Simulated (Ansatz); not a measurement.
Relaxation of the cluster Sr2O3 with RKS PBE0-D4/def2-SVP.

```sh
$ ansatz run in.yaml --threads 4 --pin off --events-out ev --progress --plain --max-ram 3916MiB
```

```yaml
crystal:
  periodic: [false, false, false]
  atoms:
    - {symbol: Sr, position_ang: [-0.006910, 1.314670, -1.477810]}
    - {symbol: Sr, position_ang: [0.618050, -1.099380, 1.521850]}
    - {symbol: O, position_ang: [0.398450, -0.793440, -0.723880]}
    - {symbol: O, position_ang: [-0.286400, 0.833410, 0.734110]}
    - {symbol: O, position_ang: [-0.723190, -0.255250, -0.054280]}
basis:
  gaussian: {orbitals: def2-SVP}
hamiltonian: {xc: pbe0, dispersion: d4}
scf: {omitted_lower_state_checks: [starts]}
output: {orbitals: {seedname: orbitals}}
relax: {f_tol: 0.02, max_steps: 100}
```

Run time 29 s (4 threads of Arm Neoverse V2 on a shared host).

Positions (Å) and forces (eV/Å) at steps 1, 2, 3, 4, 5, 7, 10, 13, 15, 16, 17, 18, 19, 20 of 20:

```xyz
5
step=1 energy=-7797.5683 eV
Sr   -0.007    1.315   -1.478    0.634    2.326   -2.271
Sr    0.618   -1.099    1.522    1.651   -1.538    2.483
O     0.398   -0.793   -0.724    0.866   -1.042   -1.003
O    -0.286    0.833    0.734   -0.120    1.307    1.024
O    -0.723   -0.255   -0.054   -3.031   -1.052   -0.232
5
step=2 energy=-7798.1494 eV
Sr    0.045    1.442   -1.595    0.159   -0.203    0.309
Sr    0.722   -1.172    1.651    0.040    0.270   -0.286
O     0.356   -0.812   -0.729    0.520   -0.169   -0.242
O    -0.331    0.821    0.732    0.262    0.441    0.291
O    -0.791   -0.279   -0.059   -0.980   -0.339   -0.073
5
step=3 energy=-7798.2626 eV
Sr    0.184    1.431   -1.516    0.099   -0.191    0.260
Sr    0.833   -1.072    1.592   -0.007    0.222   -0.252
O     0.280   -0.853   -0.746    0.228    0.036   -0.018
O    -0.416    0.805    0.735    0.194    0.112    0.049
O    -0.880   -0.311   -0.066   -0.514   -0.179   -0.038
5
step=4 energy=-7798.3467 eV
Sr    0.347    1.402   -1.406    0.053   -0.059    0.089
Sr    0.955   -0.943    1.504    0.016    0.083   -0.085
O     0.193   -0.884   -0.752   -0.105   -0.020    0.005
O    -0.504    0.775    0.729   -0.093   -0.051   -0.019
O    -0.991   -0.350   -0.075    0.130    0.046    0.010
5
step=5 energy=-7798.3436 eV rejected
Sr    0.503    1.367   -1.294   -0.088    0.039   -0.085
Sr    1.068   -0.813    1.413   -0.055   -0.090    0.075
O     0.101   -0.926   -0.767    0.094    0.210    0.149
O    -0.603    0.749    0.729    0.224   -0.098   -0.126
O    -1.068   -0.377   -0.080   -0.175   -0.062   -0.013
5
step=7 energy=-7798.3610 eV
Sr    0.431    1.385   -1.348    0.007    0.008   -0.006
Sr    1.016   -0.874    1.457    0.009   -0.003    0.007
O     0.143   -0.902   -0.757    0.007   -0.001   -0.003
O    -0.554    0.757    0.725    0.004    0.006    0.003
O    -1.035   -0.366   -0.077   -0.026   -0.010   -0.001
5
step=10 energy=-7798.3610 eV
Sr    0.434    1.385   -1.347    0.001    0.001    0.000
Sr    1.018   -0.872    1.456   -0.001    0.000    0.000
O     0.141   -0.902   -0.757    0.000    0.001    0.000
O    -0.556    0.757    0.724    0.001    0.000   -0.001
O    -1.037   -0.367   -0.077   -0.001   -0.002    0.002
5
step=13 energy=-7798.3612 eV
Sr    0.437    1.387   -1.347    0.004    0.003   -0.001
Sr    1.015   -0.872    1.454   -0.004    0.000   -0.002
O     0.140   -0.900   -0.760   -0.003    0.003   -0.003
O    -0.557    0.759    0.722   -0.002    0.001   -0.005
O    -1.035   -0.373   -0.069    0.005   -0.007    0.011
5
step=15 energy=-7798.3630 eV
Sr    0.457    1.394   -1.345    0.010    0.005   -0.001
Sr    1.011   -0.866    1.445   -0.025   -0.002   -0.009
O     0.130   -0.894   -0.769    0.041    0.019   -0.029
O    -0.566    0.763    0.711    0.031    0.044   -0.007
O    -1.032   -0.397   -0.041   -0.057   -0.065    0.046
5
step=16 energy=-7798.3732 eV
Sr    0.507    1.406   -1.335    0.025    0.016   -0.006
Sr    1.013   -0.848    1.426   -0.086    0.014   -0.057
O     0.101   -0.881   -0.791    0.052    0.058   -0.015
O    -0.593    0.770    0.684    0.062    0.035   -0.035
O    -1.028   -0.446    0.016   -0.053   -0.122    0.112
5
step=17 energy=-7798.3483 eV rejected
Sr    0.570    1.436   -1.339    0.006   -0.038    0.045
Sr    0.986   -0.841    1.406    0.215    0.083    0.008
O     0.066   -0.848   -0.834   -0.515   -0.144    0.486
O    -0.624    0.794    0.632   -0.300   -0.658    0.028
O    -0.998   -0.541    0.136    0.594    0.758   -0.568
5
step=18 energy=-7798.3856 eV
Sr    0.557    1.420   -1.327    0.009   -0.006    0.011
Sr    1.009   -0.830    1.404   -0.009   -0.002   -0.002
O     0.071   -0.866   -0.808   -0.044    0.010   -0.006
O    -0.618    0.773    0.656   -0.034   -0.013   -0.027
O    -1.019   -0.496    0.076    0.078    0.010    0.025
5
step=19 energy=-7798.3775 eV rejected
Sr    0.611    1.429   -1.313   -0.063   -0.049    0.025
Sr    1.015   -0.808    1.381    0.093   -0.004    0.048
O     0.035   -0.855   -0.827   -0.157   -0.070    0.153
O    -0.650    0.775    0.628   -0.101   -0.204    0.033
O    -1.011   -0.541    0.131    0.229    0.327   -0.258
5
step=20 energy=-7798.3868 eV
Sr    0.573    1.421   -1.321    0.000   -0.002    0.002
Sr    1.012   -0.822    1.397    0.009   -0.005    0.010
O     0.058   -0.863   -0.814   -0.001    0.005   -0.008
O    -0.630    0.773    0.647   -0.002    0.007   -0.006
O    -1.014   -0.508    0.092   -0.007   -0.005    0.002
```

In the def2 sets Sr takes a core potential; there is no spin–orbit coupling. The structure comes from a short search, and lower isomers may exist.
